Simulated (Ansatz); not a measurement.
# Molecular dynamics of C2H4BN

Input file:

```yaml
crystal:
  periodic: [false, false, false]
  atoms:
    - { symbol: B, position_ang: [2.695083, -0.479451, 0.031765] }
    - { symbol: C, position_ang: [1.351217, -0.443482, -0.52542] }
    - { symbol: "N", position_ang: [0.23052, 0.195914, -0.527101] }
    - { symbol: C, position_ang: [-0.872662, -0.018239, 0.378497] }
    - { symbol: H, position_ang: [0.071837, 0.96416, -1.210744] }
    - { symbol: H, position_ang: [-1.037689, 0.883364, 1.010753] }
    - { symbol: H, position_ang: [-0.627671, -0.881693, 1.027325] }
    - { symbol: H, position_ang: [-1.810636, -0.220584, -0.185075] }
basis:
  gaussian: { orbitals: def2-SVP }
hamiltonian:
  xc: lda
md:
  timestep: 0.5
  n_steps: 300
  ensemble: nve
  temperature: 50.0
  initial_velocities: maxwell_boltzmann
  seed: 316949
```

Run as:

```bash
$ ansatz run input.yaml --threads 1 --pin off --max-ram 2048MiB --backend cpu --events-out ev --progress --plain --runs-dir out
```

It starts from a relaxed structure.

Output, in part (step lines, the closing report, with atoms numbered from 0):

```
md step     0: t =     0.00 fs  T =    50.0 K  F+E_penalty+E_count = -4256.85148306 eV  E_kin = 0.038778 eV  conserved = -4256.81270506 eV  (68 SCF iters)
md step     1: t =     0.50 fs  T =    49.1 K  F+E_penalty+E_count = -4256.85078971 eV  E_kin = 0.038094 eV  conserved = -4256.81269605 eV  (34 SCF iters)
md step     2: t =     1.00 fs  T =    46.6 K  F+E_penalty+E_count = -4256.84882760 eV  E_kin = 0.036155 eV  conserved = -4256.81267309 eV  (34 SCF iters)
md step     3: t =     1.50 fs  T =    43.0 K  F+E_penalty+E_count = -4256.84595718 eV  E_kin = 0.033315 eV  conserved = -4256.81264268 eV  (34 SCF iters)
md step     4: t =     2.00 fs  T =    38.7 K  F+E_penalty+E_count = -4256.84265803 eV  E_kin = 0.030046 eV  conserved = -4256.81261242 eV  (34 SCF iters)
md step     5: t =     2.50 fs  T =    34.6 K  F+E_penalty+E_count = -4256.83940797 eV  E_kin = 0.026819 eV  conserved = -4256.81258928 eV  (34 SCF iters)
md step     6: t =     3.00 fs  T =    30.9 K  F+E_penalty+E_count = -4256.83657454 eV  E_kin = 0.023997 eV  conserved = -4256.81257755 eV  (34 SCF iters)
md step     7: t =     3.50 fs  T =    28.1 K  F+E_penalty+E_count = -4256.83434576 eV  E_kin = 0.021767 eV  conserved = -4256.81257831 eV  (34 SCF iters)
[... lines left out ...]
md step   297: t =   148.50 fs  T =    23.2 K  F+E_penalty+E_count = -4256.83062242 eV  E_kin = 0.018009 eV  conserved = -4256.81261312 eV  (34 SCF iters)
md step   298: t =   149.00 fs  T =    22.4 K  F+E_penalty+E_count = -4256.82996425 eV  E_kin = 0.017364 eV  conserved = -4256.81259976 eV  (34 SCF iters)
md step   299: t =   149.50 fs  T =    21.9 K  F+E_penalty+E_count = -4256.82955431 eV  E_kin = 0.016963 eV  conserved = -4256.81259150 eV  (34 SCF iters)
md step   300: t =   150.00 fs  T =    21.8 K  F+E_penalty+E_count = -4256.82952338 eV  E_kin = 0.016933 eV  conserved = -4256.81259071 eV  (70 SCF iters)
Total energy: -4256.82955449 eV, -156.4356007448 hartree
Atom 0 at     2.702414    -0.472673     0.010640 Å, force     0.080198    -0.011140     0.067464 eV/Å
Atom 1 at     1.339916    -0.455230    -0.493095 Å, force     0.205129     0.084596    -0.233153 eV/Å
Atom 2 at     0.237840     0.208456    -0.524267 Å, force    -0.404611    -0.469380     0.090216 eV/Å
Atom 3 at    -0.875320    -0.026163     0.364931 Å, force    -0.122827     0.478086     0.393552 eV/Å
Atom 4 at     0.061527     0.950084    -1.226576 Å, force     0.112340     0.134504    -0.105504 eV/Å
Atom 5 at    -1.002732     0.887458     1.012762 Å, force    -0.074006    -0.410142    -0.100536 eV/Å
Atom 6 at    -0.637451    -0.910686     0.994879 Å, force    -0.020227     0.155393    -0.043590 eV/Å
Atom 7 at    -1.839515    -0.194173    -0.175164 Å, force     0.224004     0.038083    -0.068449 eV/Å
Dipole moment:    -1.160455     0.248305    -0.246902 e Å
```

The steps, from the saved trajectory:

| time (fs) | T (K) | potential energy less start (eV) | conserved less start (meV/atom) |
| --- | --- | --- | --- |
| 0.0 | 50 | 0.000 | 0.00 |
| 5.0 | 23 | 0.021 | 0.01 |
| 10.0 | 25 | 0.019 | 0.01 |
| 15.0 | 26 | 0.018 | 0.01 |
| 20.0 | 21 | 0.022 | 0.01 |
| 25.0 | 19 | 0.024 | 0.02 |
| 30.0 | 35 | 0.012 | 0.01 |
| 35.0 | 28 | 0.017 | 0.01 |
| 40.0 | 21 | 0.023 | 0.01 |
| 45.0 | 26 | 0.019 | 0.01 |
| 50.0 | 28 | 0.017 | 0.01 |
| 55.0 | 10 | 0.031 | 0.02 |
| 60.0 | 33 | 0.013 | 0.01 |
| 65.0 | 22 | 0.022 | 0.02 |
| 70.0 | 22 | 0.022 | 0.01 |
| 75.0 | 22 | 0.022 | 0.01 |
| 80.0 | 25 | 0.019 | 0.01 |
| 85.0 | 15 | 0.027 | 0.01 |
| 90.0 | 28 | 0.017 | 0.01 |
| 95.0 | 32 | 0.014 | 0.01 |
| 100.0 | 25 | 0.019 | 0.01 |
| 105.0 | 18 | 0.025 | 0.02 |
| 110.0 | 28 | 0.017 | 0.01 |
| 115.0 | 12 | 0.030 | 0.02 |
| 120.0 | 27 | 0.018 | 0.01 |
| 125.0 | 30 | 0.016 | 0.01 |
| 130.0 | 34 | 0.012 | 0.01 |
| 135.0 | 23 | 0.021 | 0.01 |
| 140.0 | 29 | 0.017 | 0.01 |
| 145.0 | 22 | 0.022 | 0.01 |
| 150.0 | 22 | 0.022 | 0.01 |

The run went to its last step. The conserved energy stayed within 0.019 meV per atom of its start (net change 0.014 meV per atom), so the integration is sound. The temperature averaged 0.49 of the 50 K drawn at the start: a run that starts near a minimum puts about half its kinetic energy into the potential. A run of 0.15 ps of so small a system gives no equilibrium averages.

The same pairs are bonded in the first frame and the last. Pairs count as bonded within 1.25 times the sum of covalent radii (0.12 Å more for H–H).

Last frame:

```xyz
8
Properties=species:S:1:pos:R:3
B 2.702 -0.473 0.011
C 1.340 -0.455 -0.493
N 0.238 0.208 -0.524
C -0.875 -0.026 0.365
H 0.061 0.950 -1.227
H -1.003 0.887 1.013
H -0.637 -0.911 0.995
H -1.839 -0.194 -0.175
```

Run time: 5.4 min on 1 thread of Arm Neoverse V1, with other jobs on the host, peak memory 0.12 GiB.
